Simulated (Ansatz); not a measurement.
```yaml
crystal:
  periodic: [false, false, false]
  atoms:
    - {symbol: C, position_ang: [-1.570222, -0.585562, 1.851748]}
    - {symbol: Ta, position_ang: [1.486617, 0.447202, -1.552274]}
    - {symbol: O, position_ang: [4.791080, -0.247030, 0.079911]}
    - {symbol: Cl, position_ang: [0.725602, -2.787983, -5.351254]}
    - {symbol: Cl, position_ang: [1.066043, 5.373311, -2.569384]}
    - {symbol: H, position_ang: [-3.834395, -0.237413, 1.107356]}
    - {symbol: H, position_ang: [-1.307698, -2.882094, 2.528968]}
    - {symbol: H, position_ang: [-1.154407, 0.793950, 3.781945]}
basis:
  gaussian: {orbitals: def2-SVP}
magnetization: {spin_polarized: true, initial_magnetization: 2}
hamiltonian: {xc: {name: SVWN5}}
```

```sh
$ ansatz run in.yaml --threads 4 --pin off --events-out ev --progress --plain --max-ram 10444MiB
```

Output, abridged:

```
Functional definition: SVWN5
1169 factors; their error is unknown
mean field evaluation 1: about -29507.5022 eV, gradient 7.3e1 eV
mean field evaluation 2: about -28219.9077 eV, gradient 2.5e2 eV
mean field evaluation 4: about -28828.6540 eV, gradient 2.5e2 eV
mean field evaluation 8: about -29577.6513 eV, gradient 5.2e0 eV
mean field evaluation 16: about -29580.9841 eV, gradient 1.0e0 eV
mean field evaluation 32: about -29580.9679 eV, gradient 1.7e-3 eV
mean field evaluation 480: about -29580.5811 eV, gradient 9.5e-3 eV
mean field evaluation 736: about -29580.9539 eV, gradient 3.2e-2 eV
mean field evaluation 768: about -29580.9545 eV, gradient 3.4e-3 eV
mean field evaluation 800: about -29580.9461 eV, gradient 4.2e-2 eV
mean field evaluation 864: about -29580.9536 eV, gradient 3.2e-2 eV
mean field -29580.96786509 eV, -1087.0805183419 hartree, gradient 6.6e-6 eV, S^2 5.916150; 14 other end points of the search recorded, 0 dependent functions left out
reference -29580.96793628 eV, -1087.0805209581 hartree; 33, 31 occupied and 78, 80 virtual orbitals, 1169 factors
Total energy: -29580.96793628 eV, -1087.0805209581 hartree
```

In this input the geometry is stretched to more than twice its size. Self-consistency was reached. The result belongs to that input, not to the molecule as meant.
